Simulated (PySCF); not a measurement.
From one molecule to another.

First species: C₆H₁₀OSSi.
InChI=1S/C6H10OSSi/c1-5-3-6(8(2)7)9-4-5/h3-4H,9H2,1-2H3/t8-/m0/s1

Second species: C5H13FSSi2.
Structure used (GFN2-xTB), in Å, numbered top down from 1:
```
atom  x, y, z in Å
C1     2.527   -1.164   -0.469
C2     2.043    0.268   -0.285
C3     0.629    0.395    0.189
C4    -0.238   -0.584    0.426
Si5   -1.973   -0.261    1.057
C6    -2.836   -1.974    1.109
F7    -2.149   -2.838    1.941
S8     0.116    2.078    0.518
Si9    0.127    2.919   -1.460
H10    2.448   -1.720    0.462
H11    3.569   -1.160   -0.779
H12    1.945   -1.673   -1.234
H13    2.141    0.811   -1.232
H14    2.682    0.783    0.440
H15    0.083   -1.605    0.270
H16   -1.992    0.302    2.407
H17   -2.759    0.556    0.122
H18   -2.882   -2.466    0.134
H19   -3.850   -1.908    1.507
H20   -0.349    1.883   -2.369
H21   -0.776    4.049   -1.346
H22    1.484    3.329   -1.810
```

Levels: PBE0/pcSseg-1 for dipole moment, HOMO energy, LUMO energy and HOMO–LUMO gap; GFN2-xTB for rotational constant A and rotational constant C. Geometries: GFN2-xTB. Each species is one conformer at its optimised geometry, gas phase, non-relativistic unless stated. Electronic properties by PySCF.

Dipoles, sizes and rotational constants follow the conformer. The torsions of the flexible species, by atom-mapped SMILES:
- `[CH3:1][C:2]1=[CH:3][SiH2:4][C:5]([S@:6]([CH3:7])=[O:8])=[CH:9]1`: Si4–C5–S6–C7 96°
- `[CH3:1][CH2:2]/[C:3](=[CH:4]/[SiH2:5][CH2:6][F:7])[S:8][SiH3:9]`: C1–C2–C3–C4 -2°, C3–C4–Si5–C6 176°, C4–Si5–C6–F7 59°, C2–C3–S8–Si9 67°

```csv
property,column X,column Y
dipole moment,2.99 D,4.22 D
HOMO energy,-7.05 eV,-6.44 eV
LUMO energy,-0.67 eV,-1.81 eV
HOMO–LUMO gap,6.38 eV,4.63 eV
rotational constant A,1.301 GHz,2.208 GHz
rotational constant C,0.401 GHz,0.641 GHz
```

**Question.** Which column belongs to which species?

**Answer.** Column X is the second species and column Y the first. The first has 19 atoms and 84 electrons, the second 22 and 96.

**Question.** How does each property change from the first species to the second?

**Answer.** dipole moment -1.23 D; HOMO energy -0.61 eV; LUMO energy +1.14 eV; HOMO–LUMO gap +1.75 eV; rotational constant A -0.907 GHz; rotational constant C -0.240 GHz.

On the first: In atomic units the dipole is 1.66 e·bohr (1 au = 2.5417 D).

On the second: A dipole of 2.99 D is allowed in C1, and pure rotational transitions are dipole-allowed. In atomic units the dipole is 1.18 e·bohr (1 au = 2.5417 D).
